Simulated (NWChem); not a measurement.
System: CH₅NOPb, singlet; SMILES C[O][Pb][NH2]

Here is an NWChem input.

```
start job
memory heap 200 mb stack 900 mb global 1100 mb
geometry units angstroms noautoz
  Pb     0.281870    -0.439817     0.087649
  O      0.649959     1.645616     0.143605
  C     -0.317428     2.631818     0.062670
  H     -1.063604     2.591515     0.885953
  H      0.156034     3.631334     0.117629
  H     -0.896629     2.609849    -0.886139
  N     -1.834296    -0.221463    -0.109303
  H     -2.322851     0.668681    -0.146506
  H     -2.491019    -0.993162    -0.179446
end
basis spherical
  * library def2-svp
end
ecp
  Pb library def2-ecp
end
dft
  xc xpbe96 cpbe96
  iterations 150
  vectors input atomic output neutral.movecs
end
task dft energy
charge 1
dft
  odft
  mult 2
  vectors input atomic output cation.movecs
end
task dft energy
```

Parts of the log:

```
             Northwest Computational Chemistry Package (NWChem) 7.3.0
             --------------------------------------------------------

 CS  symmetry detected

                             Geometry "geometry" -> ""
                             -------------------------

 Output coordinates in angstroms (scale by  1.889725989 to convert to a.u.)

  No.       Tag          Charge          X              Y              Z
 ---- ---------------- ---------- -------------- -------------- --------------
    1 Pb                  82.0000     0.16662771    -0.46044939     0.00000000
    2 O                    8.0000     0.77378271     1.56908607     0.00000000
    3 C                    6.0000    -0.07810941     2.65961910     0.00000000
    4 H                    1.0000    -0.74297097     2.70460559     0.89001781
    5 H                    1.0000     0.50931629     3.59831502     0.00000000
    6 H                    1.0000    -0.74297097     2.70460559    -0.89001781
    7 N                    7.0000    -1.91990774    -0.00110535     0.00000000
    8 H                    1.0000    -2.30507144     0.93914739     0.00000000
    9 H                    1.0000    -2.66402611    -0.69248959     0.00000000

 Effective nuclear repulsion energy (a.u.)     522.2304682232

      Symmetry information
      --------------------

 Group name             Cs
 Group number              2
 Group order               2
 No. of unique centers     8

 Summary of "ao basis" -> "ao basis" (spherical)
 ------------------------------------------------------------------------------
       Tag                 Description            Shells   Functions and Types
 ---------------- ------------------------------  ------  ---------------------
 Pb                         def2-svp                10       26   4s4p2d
 O                          def2-svp                 6       14   3s2p1d
 C                          def2-svp                 6       14   3s2p1d
 H                          def2-svp                 3        5   2s1p
 N                          def2-svp                 6       14   3s2p1d

      Symmetry analysis of basis
      --------------------------

        a'         65
        a"         28

            General Information
            -------------------
          SCF calculation type: DFT
          Wavefunction type:  closed shell.
          No. of atoms     :     9
          No. of electrons :    48
           Alpha electrons :    24
            Beta electrons :    24
          Charge           :     0
          Spin multiplicity:     1
          Use of symmetry is: on ; symmetry adaption is: on
          Maximum number of iterations: 150
          AO basis - number of functions:    93
                     number of shells:    43
          Convergence on energy requested:  1.00D-06
          Convergence on density requested:  1.00D-05
          Convergence on gradient requested:  5.00D-04

              XC Information
              --------------
          PerdewBurkeErnzerhof Exchange Functional  1.000
            Perdew 1991 LDA Correlation Functional  1.000 local
           PerdewBurkeErnz. Correlation Functional  1.000 non-local

             Grid Information
             ----------------
          Grid used for XC integration:  medium
          Radial quadrature: Mura-Knowles
          Angular quadrature: Lebedev.
          Tag              B.-S. Rad. Rad. Pts. Rad. Cut. Ang. Pts.
          ---              ---------- --------- --------- ---------
          Pb                  1.80      123          11.0       590
          O                   0.60       49          11.0       434
          C                   0.70       49          11.0       434
          H                   0.35       45          13.0       434
          N                   0.65       49          11.0       434
          Grid pruning is: on
          Number of quadrature shells:   450
          Spatial weights used:  Erf1

      Superposition of Atomic Density Guess
      -------------------------------------

 Sum of atomic energies:        -388.41663430

      Non-variational initial energy
      ------------------------------

 Total energy =    -362.039490
 1-e energy   =    -940.776419
 2-e energy   =     390.075375
 HOMO         =      -0.321446
 LUMO         =      -0.034433

      Symmetry analysis of molecular orbitals - initial
      -------------------------------------------------

  Numbering of irreducible representations:

     1 a'          2 a"

  Orbital symmetries:

     1 a'          2 a'          3 a'          4 a'          5 a'
     6 a'          7 a"          8 a'          9 a'         10 a'
    11 a'         12 a'         13 a"         14 a"         15 a'
    16 a'         17 a'         18 a"         19 a'         20 a'
    21 a'         22 a"         23 a"         24 a'         25 a"
    26 a'         27 a'         28 a'         29 a'         30 a'
    31 a"         32 a'         33 a'         34 a'

   convergence    iter        energy       DeltaE   RMS-Dens  Diis-err
 ---------------- ----- ----------------- --------- --------- ---------
 d= 0,ls=0.0,diis     1   -363.5240687507 -5.52D+02  3.45D-02  1.01D+00
 d= 0,ls=0.0,diis     2   -361.7520338616  1.77D+00  2.74D-02  1.33D+01
 d= 0,ls=0.0,diis     3   -363.4943748712 -1.74D+00  1.12D-02  1.19D+00
 d= 0,ls=0.0,diis     4   -363.6305322662 -1.36D-01  3.84D-03  2.71D-01
 d= 0,ls=0.0,diis     5   -363.6641439055 -3.36D-02  1.21D-03  1.64D-02
  Resetting Diis
 d= 0,ls=0.0,diis     6   -363.6662266452 -2.08D-03  3.21D-04  1.52D-03
 d= 0,ls=0.0,diis     7   -363.6664124424 -1.86D-04  3.45D-04  9.95D-05
 d= 0,ls=0.0,diis     8   -363.6662532789  1.59D-04  2.51D-04  1.27D-03
 d= 0,ls=0.0,diis     9   -363.6664275712 -1.74D-04  3.23D-05  8.38D-06
 d= 0,ls=0.0,diis    10   -363.6664280106 -4.39D-07  1.73D-05  5.20D-06
 d= 0,ls=0.0,diis    11   -363.6664286222 -6.12D-07  2.25D-06  5.82D-08

[...]
```

Level: PBE/def2-SVP with def2 effective core potentials on Pb, vertical spin-unrestricted ions. Low-valent species are run as closed-shell singlets; no triplet was tried in these runs. Geometry: optimised at PBE0/def2-SVP. Not confirmed as a minimum by frequencies. def2 effective core potentials on Pb; no spin-orbit coupling.
